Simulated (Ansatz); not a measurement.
`CSCS[SiH3]` + `Cl[SiH2][NH][GeH2][Cl]` → `C[N]([SiH2]Cl)[GeH2][Cl]` + `[SiH3]SCS`  (substitution at a C–S bond)

Gas-phase electronic energies from Ansatz, PBE0-D4/def2-TZVP geometries. CCSD(T)/CBS adds triple-zeta CCSD(T) − MP2 to the extrapolated MP2 energy (def2 sets, frozen cores). For Ge outer-core shells are correlated without core-valence functions, which leaves a few kJ/mol of doubt a bond. Scalar relativity is left out up to krypton. One conformer a species, not always the lowest.

`CSCS[SiH3]`:

Z-matrix (Å, degrees):
```
C
S 1 1.794
H 1 1.091 2 110.5
H 1 1.091 2 111.2 3 -122.3
H 1 1.090 2 106.8 3 118.8
C 2 1.791 1 100.5 3 56.8
S 6 1.824 2 116.4 1 -61.8
H 6 1.092 2 110.9 1 59.4
H 6 1.091 2 105.6 1 176.6
Si 7 2.137 6 100.0 2 -44.3
H 10 1.486 7 103.4 6 -164.0
H 10 1.484 7 113.5 6 78.4
H 10 1.485 7 110.7 6 -45.9
```

`Cl[SiH2][NH][GeH2][Cl]`:

Z-matrix (Å, degrees):
```
Si
N 1 1.707
Cl 1 2.063 2 112.7
H 1 1.478 2 107.8 3 -117.6
H 1 1.479 2 110.7 3 118.3
Ge 2 1.824 1 126.8 3 98.0
H 2 1.010 1 118.0 3 -80.4
Cl 6 2.160 2 109.4 1 100.5
H 6 1.530 2 110.1 1 -143.4
H 6 1.529 2 108.3 1 -16.1
```

`C[N]([SiH2]Cl)[GeH2][Cl]`:

Z-matrix (Å, degrees):
```
C
N 1 1.462
H 1 1.094 2 110.9
H 1 1.093 2 110.3 3 118.6
H 1 1.095 2 112.1 3 -121.5
Si 2 1.705 1 119.8 3 -136.7
Ge 2 1.828 1 116.6 3 50.0
Cl 6 2.067 2 112.8 1 -74.8
H 6 1.480 2 109.9 1 42.4
H 6 1.478 2 108.4 1 166.9
Cl 7 2.161 2 107.6 1 -68.4
H 7 1.528 2 109.3 1 174.1
H 7 1.533 2 110.5 1 46.1
```

`[SiH3]SCS`:

Cartesian coordinates in Å:
```
Si -1.407 0.260 -0.844
S 0.638 0.881 -0.895
C 1.188 0.316 0.740
S 0.823 -1.396 1.166
H -1.992 0.582 0.483
H -2.055 1.069 -1.908
H -1.601 -1.179 -1.142
H 2.261 0.503 0.778
H 0.710 0.913 1.518
H 1.435 -1.948 0.105
```

```csv
species,CCSD(T)/CBS(def2) energy (Eh)
`CSCS[SiH3]`,-1165.56264
`Cl[SiH2][NH][GeH2][Cl]`,-3342.59266
`C[N]([SiH2]Cl)[GeH2][Cl]`,-3381.83926
`[SiH3]SCS`,-1126.30028
```

**Question.** Work out ΔE.

**Answer.** ΔE = (-3381.83926) + (-1126.30028) − (-1165.56264) − (-3342.59266) = 0.01576 Eh = +41.4 kJ/mol.

Largest T1 diagnostic among the species: 0.011.
